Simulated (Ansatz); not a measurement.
`F[SiH2][GeH2][SiH3]` → `[F][GeH2][SiH3]` + `[SiH2]`  (silylene formation by 1,1-elimination)

Calculated with Ansatz (gas phase, PBE0-D4/def2-TZVP geometries, no zero-point term in ΔE). CCSD(T)/CBS adds triple-zeta CCSD(T) − MP2 to the extrapolated MP2 energy (def2 sets, frozen cores). This one scheme is used for every species. DFT in def2-TZVPP. B3LYP here is the variant with VWN-RPA as its local correlation; programs differ in this. For Ge outer-core shells are correlated without core-valence functions, which leaves a few kJ/mol of doubt a bond. Scalar relativity is left out up to krypton. Each species was taken in one conformer, which may not be the lowest.

`F[SiH2][GeH2][SiH3]`:

```xyz
11

F    -1.336   -0.390   -2.223
Si   -0.663    0.941   -1.624
Ge   -0.281    0.631    0.704
Si    0.892   -1.397    1.118
H     0.618    1.161   -2.344
H    -1.583    2.074   -1.904
H     0.546    1.829    1.210
H    -1.621    0.635    1.462
H     0.066   -2.551    0.679
H     2.167   -1.395    0.355
H     1.195   -1.538    2.566
```

`[F][GeH2][SiH3]`:

Cartesian coordinates in Å:
```
F 1.623 -1.056 1.277
Ge -0.054 -0.696 0.922
Si -0.051 0.744 -0.978
H -0.723 -2.061 0.680
H -0.613 -0.052 2.203
H 0.686 1.992 -0.657
H -1.459 1.075 -1.323
H 0.591 0.055 -2.125
```

`[SiH2]`:

Cartesian coordinates in Å:
```
Si -0.057 0.210 0.678
H 0.037 -1.146 -0.016
H 0.020 0.936 -0.662
```

| species | B3LYP-D4 energy (Eh) |
| --- | --- |
| `F[SiH2][GeH2][SiH3]` | -2760.27469 |
| `[F][GeH2][SiH3]` | -2469.50896 |
| `[SiH2]` | -290.64290 |

Question: Work out ΔE.

Answer: ΔE = (-2469.50896) + (-290.64290) − (-2760.27469) = 0.12283 Eh = +3.34 eV. CCSD(T)/CBS gives +3.45 eV.

Largest T1 diagnostic among the species: 0.014.

The D4 term adds +0.14 eV with B3LYP and +0.08 eV with PBE0; it sums over pairs of atoms, weighted by their polarisabilities, and B3LYP, whose exchange is more repulsive, gets the larger term. In def2-TZVPP, CCSD(T) changes the Hartree–Fock value by +0.23 eV (the triples alone add +0.04 eV) and MP2 by +0.44 eV.
